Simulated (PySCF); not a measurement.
Input file for PySCF: R-B3LYP/LANL2DZ on CH5AlS (SMILES [CH3][AlH][SH]), a point of a torsion scan.

```python
from pyscf import gto, scf, dft, mp
from pyscf.data.elements import chemcore

mol = gto.M(
    atom='''
    C    -1.40264092   -0.16997839    0.05818059
    Al    0.36575421    0.68863378   -0.16837669
    S     1.15603602    2.25976579    1.14930268
    H    -2.22069996    0.44496244   -0.33503620
    H    -1.46700537   -1.13813611   -0.44896968
    H    -1.63189764   -0.34143423    1.11764814
    H     1.36876202    0.33409664   -1.28551666
    H     2.23330287    2.37133434    0.37200370
    ''',
    basis='lanl2dz',
    ecp={'Al': 'lanl2dz', 'S': 'lanl2dz'},
    charge=0, spin=0, verbose=3, max_memory=1800)
mf = dft.RKS(mol, xc='b3lyp')
mf.conv_tol = 1e-8
mf.max_cycle = 100
mf.kernel()
if not mf.converged:
    mf = mf.newton().run(mf.mo_coeff, mf.mo_occ)
```

Output:

```
converged SCF energy = -53.2357974466198
```

Self-consistency was reached.

Cost: about 3 core-seconds (a rough figure).
